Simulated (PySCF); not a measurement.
# Ionising SnTe

PBE0; PySCF, scalar-relativistic core potentials, basis sets Sn cc-pVDZ-PP with ECP28, Te cc-pVDZ-PP with ECP28. Neutral (UKS): singlet (closed shell), Re = 2.534 Å, ωe = 268 cm⁻¹, De = 3.97 eV, HOMO -6.62 eV, LUMO -2.62 eV.

SnTe⁺ (UKS): doublet (π ↑), Re = 2.696 Å, ωe = 215 cm⁻¹, De = 2.86 eV to Sn⁺ + Te. The energies at the minima are -482.38508 hartree for SnTe and -482.07600 for SnTe⁺.

Question: Work out the adiabatic ionisation energy, without and with harmonic zero-point energies (1 hartree = 27.2114 eV, 1 eV = 8065.5 cm⁻¹), and the change of the bond length.

Answer: At PBE0: 0.30908 hartree = 8.410 eV between the minima; the zero-point term (215.0 − 268.0)/2 cm⁻¹ = -0.003 eV makes it 8.407 eV. Re changes by +16.2 pm against the neutral. Minus the HOMO energy is 6.62 eV, -1.79 eV from the value between the minima; self-interaction puts the Kohn–Sham level too high, less so with exact exchange. The electron leaves a π orbital, and the longer bond of the ion fits a bonding orbital, or a change in how ionic the bond is.

Spin–orbit coupling is left out, which matters for elements this heavy, above all for dissociation energies. For an ion De counts to the pair picked by the measured ionisation energies or electron affinities, which need not be the lowest pair at this level. States were picked by a PBE0 search and need not be the measured ground states.
